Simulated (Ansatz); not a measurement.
C2H5InO, SMILES `C[C](=O)[InH2]`. The species carries charge 0 and has multiplicity 1. In: def2 effective core potential. The geometry is a stationary point of PBE0-D4/def2-TZVP.

```xyz
9

C    -0.669    1.109   -0.746
C     0.327    0.010   -0.527
O     1.157   -0.279   -1.358
In    0.528   -1.286    1.252
H    -0.532    1.577   -1.724
H    -1.680    0.700   -0.660
H    -0.561    1.854    0.049
H    -0.241   -2.830    1.245
H     1.672   -0.856    2.469
```

Problem. What is the dipole moment at r2SCAN/def2-TZVPP? (An estimate is asked.)

Solution. Computed: 2.51 D, with components (-1.93, 1.22, 1.04) D in this frame, pointing from negative to positive charge.

Problem. And with PBE, B3LYP, ωB97M-V? (An estimate is asked.)

Solution. Computed: PBE 2.40 D, B3LYP 2.58 D, ωB97M-V 2.63 D.

Problem. Give the Mulliken charges with r2SCAN, PBE, B3LYP in def2-TZVPP. (An estimate is asked.)

Solution. Ansatz gave: 
| atom | r2SCAN | PBE | B3LYP |
| --- | --- | --- | --- |
| C1 | -0.12 | -0.21 | -0.22 |
| C2 | 0.08 | 0.03 | 0.04 |
| O3 | -0.31 | -0.23 | -0.28 |
| In4 | 0.46 | 0.40 | 0.48 |
| H5 | 0.06 | 0.08 | 0.09 |
| H6 | 0.06 | 0.10 | 0.09 |
| H7 | 0.06 | 0.10 | 0.09 |
| H8 | -0.14 | -0.13 | -0.14 |
| H9 | -0.14 | -0.13 | -0.14 |

B3LYP here is the variant with VWN-RPA as its local correlation; programs differ in this.
